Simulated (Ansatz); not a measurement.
C₂H₅ClGaN, SMILES [CH]([Ga]([NH2])[Cl])=C.

Coordinates come from a r2SCAN-D4/def2-SVP optimisation. The structure was generated by enumeration; whether it is a known compound was not checked. The values are those of a single conformer.

Two levels are set side by side: PBE/def2-SVPD (Ansatz, a quantum-chemistry and plane-wave program) and CAM-B3LYP/def2-SVPD (Ansatz). Energy differences of separate SCF runs at the same geometry; the states with an electron removed or added have multiplicity 2 and 2. Differences are taken from unrounded values.

```csv
quantity,CAM-B3LYP,PBE,PBE minus CAM-B3LYP
vertical ionisation energy (eV),9.87,9.32,-0.55
vertical singlet–triplet gap (eV),4.06,4.01,-0.05
```
